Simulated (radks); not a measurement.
Values are calculated unless marked as measured or tabulated.
Question: The arsenic ion As2+, 31 electrons, occupied as [Ar] 3d10 4s2 4p1. Level of theory: scalar-relativistic Kohn-Sham, MS2 meta-GGA, spin-unpolarised, spherical densities, finite nucleus; meta-GGA in the generalised Kohn-Sham scheme; Fermi nuclear charge, rms radius 4.0968 fm (a radial shooting solver on a logarithmic mesh with Libxc functionals). Some entries of the table are withheld. Estimate them.

orbital  occ.  eigenvalue (eV)  <1/r> (bohr^-1)
1s          2              (1)            33.48
2s          2        -1516.963              (2)
2p          6        -1328.933            7.218
3s          2        -215.9639            2.386
3p          6        -157.2372            2.230
3d         10         -62.1121            1.909
4s          2         -33.5181           0.7202
4p          1              (3)           0.6020

Answer: 
(1) 1s eigenvalue (eV): -11761.11
(2) 2s <1/r> (bohr^-1): 7.387
(3) 4p eigenvalue (eV): -22.6119
